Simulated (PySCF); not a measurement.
A calculated (UHF, PySCF 2.14, 6-31G*, no relativity, point nucleus) atom or ion has these occupied shells.

```json
{"shell": "1s α", "electrons": "1", "orbital energy (eV)": "-3258.6", "rms radius, mean of both spins (bohr)": "0.0998"}
{"shell": "1s β", "electrons": "1", "orbital energy (eV)": "-3257.7", "rms radius, mean of both spins (bohr)": "0.0998"}
{"shell": "2s α", "electrons": "1", "orbital energy (eV)": "-365.72", "rms radius, mean of both spins (bohr)": "0.448"}
{"shell": "2s β", "electrons": "1", "orbital energy (eV)": "-364.89", "rms radius, mean of both spins (bohr)": "0.448"}
{"shell": "2p α", "electrons": "3", "orbital energy (eV)": "-291.17", "rms radius, mean of both spins (bohr)": "0.417"}
{"shell": "2p β", "electrons": "3", "orbital energy (eV)": "-289.68", "rms radius, mean of both spins (bohr)": "0.417"}
{"shell": "3s α", "electrons": "1", "orbital energy (eV)": "-63.603", "rms radius, mean of both spins (bohr)": "1.44"}
{"shell": "3s β", "electrons": "1", "orbital energy (eV)": "-55.624", "rms radius, mean of both spins (bohr)": "1.44"}
{"shell": "3p α", "electrons": "3", "orbital energy (eV)": "-43.546", "rms radius, mean of both spins (bohr)": "1.59"}
{"shell": "3p β", "electrons": "1", "orbital energy (eV)": "-40.238", "rms radius, mean of both spins (bohr)": "1.59"}
```

Question: Name the element and its charge.

Answer: Ar²⁺ (argon, charge +2), in [Ne] 3s2 3p4, high-spin 3P determinant.
